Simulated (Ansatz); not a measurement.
Reaction (formal exchange of groups at the Al–Si bond): `[OH][AlH][SiH2][SeH]` + `C=C(O)F` → `C=[C](F)[AlH][OH]` + `O[SiH2][SeH]`

Calculated with Ansatz (gas phase, PBE0-D4/def2-TZVP geometries, no zero-point term in ΔE). CBS: MP2 limit from def2 TZ/QZ plus the TZ coupled-cluster correction, frozen cores. DFT in def2-TZVPP. For Se outer-core shells are correlated without core-valence functions, which leaves a few kJ/mol of doubt a bond. Scalar relativity is left out up to krypton. One conformer a species, not always the lowest.

Problem. Is it downhill or uphill in electronic energy at CCSD(T)/CBS, and by how much? (An estimate is asked.)

Solution. The calculation gave: Downhill: ΔE = -33.1 kcal/mol.

Problem. What do these levels give: r2SCAN0-D4, B2PLYP, PBE-QIDH, PBE0, r2SCAN0, HF/def2-TZVPP, MP2/def2-TZVPP, SCS-MP2/def2-TZVPP, CCSD(T)/def2-TZVPP, HF/def2-QZVPP, MP2/def2-QZVPP, CCSD/CBS(def2)? (Best estimate.)

Solution. Ansatz gave: r2SCAN0-D4 -29.3, B2PLYP -33.1, PBE-QIDH -29.5, PBE0 -26.2, r2SCAN0 -29.4, HF/def2-TZVPP -34.4, MP2/def2-TZVPP -34.3, SCS-MP2/def2-TZVPP -34.7, CCSD(T)/def2-TZVPP -31.9, HF/def2-QZVPP -35.0, MP2/def2-QZVPP -35.2, CCSD/CBS(def2) -33.6 kcal/mol.

Largest T1 diagnostic among the species: 0.013.

From PBE to PBE0 (25 % exact exchange), in def2-TZVPP and without D4, ΔE moves by −0.9 kcal/mol. Leaving LDA and LC-ωPBE aside and taking each functional with its dispersion term where it has one, the values, not all of them listed here, spread over 7.9 kcal/mol, from B2PLYP to PBE-D4. LDA lies +2.8 kcal/mol from PBE without D4. At CCSD(T), def2-SVP lies +9.3 kcal/mol from the extrapolated value and def2-TZVPP +1.2 kcal/mol.
